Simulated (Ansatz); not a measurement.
`C[BH][GeH3]` and `CBC` differ in one atom or group.

Ansatz, PBE0-D4/def2-TZVP geometries, multiplicity 1. 

Scalar relativity is left out up to krypton.

| property | `C[BH][GeH3]` |
| --- | --- |
| HOMO energy (PBE0/def2-TZVPP) / eV | -7.84 |
| HOMO energy (B3LYP/def2-TZVPP) / eV | -7.66 |
| HOMO energy (PBE/def2-TZVPP) / eV | -6.66 |
| zero-point energy (PBE0-D4/def2-TZVP) / kJ/mol | 186.1 |
| HOMO–LUMO gap (B3LYP/def2-TZVPP) / eV | 5.70 |
| HOMO–LUMO gap (ωB97M-V/def2-TZVPP) / eV | 10.19 |

Question: What does the change do to each property? (Estimate.)

Answer: The calculation gave: 
```json
{"property": "HOMO energy (PBE0/def2-TZVPP) / eV", "`CBC`": "-8.64", "shift": "-0.80"}
{"property": "HOMO energy (B3LYP/def2-TZVPP) / eV", "`CBC`": "-8.47", "shift": "-0.81"}
{"property": "HOMO energy (PBE/def2-TZVPP) / eV", "`CBC`": "-7.24", "shift": "-0.58"}
{"property": "zero-point energy (PBE0-D4/def2-TZVP) / kJ/mol", "`CBC`": "221.5", "shift": "35.4"}
{"property": "HOMO–LUMO gap (B3LYP/def2-TZVPP) / eV", "`CBC`": "7.65", "shift": "1.95"}
{"property": "HOMO–LUMO gap (ωB97M-V/def2-TZVPP) / eV", "`CBC`": "12.33", "shift": "2.14"}
```

With PBE0 the HOMO falls by 0.80 eV and the LUMO rises by 1.18 eV, so the gap widens by about 1.98 eV. PBE moves the HOMO by -0.58 eV and ωB97M-V by -0.98 eV.

B3LYP here is the variant with VWN-RPA as its local correlation; programs differ in this.
